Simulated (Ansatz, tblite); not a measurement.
Forces on the cluster Si9⁻ at its PBE-D4/def2-SVP geometry. Total charge -1; doublet.

The xTB rows come from tblite. The structure comes from a short search, and lower isomers may exist.

GFN2-xTB (tblite), largest force 2.02 eV/Å:

```xyz
9
positions Å, forces eV/Å
Si    0.229    1.050    0.613   -0.251    0.676    0.177
Si    0.777    2.476   -1.196   -0.026   -1.015    0.014
Si   -0.456   -1.075   -2.609    0.515    0.582    0.644
Si    0.446    1.167    2.957    0.069   -1.338   -0.919
Si    1.261    0.224   -1.663    0.261    0.330   -1.090
Si   -1.209    0.998   -1.461   -0.447    0.411   -0.604
Si   -0.488   -1.108   -0.242   -0.538   -0.389   -0.224
Si   -0.852   -2.761    1.398    0.942    1.322    0.134
Si    0.294   -0.971    2.203   -0.525   -0.578    1.868
```

PBE0-D4/def2-TZVPD (Ansatz), largest force 0.54 eV/Å:

```
Si -0.025 -0.173 -0.322
Si -0.159 -0.489 0.161
Si 0.114 0.253 0.455
Si -0.033 -0.328 -0.246
Si -0.504 0.143 0.086
Si 0.466 -0.184 0.054
Si 0.122 0.324 -0.139
Si 0.190 0.366 0.029
Si -0.171 0.088 -0.078
```
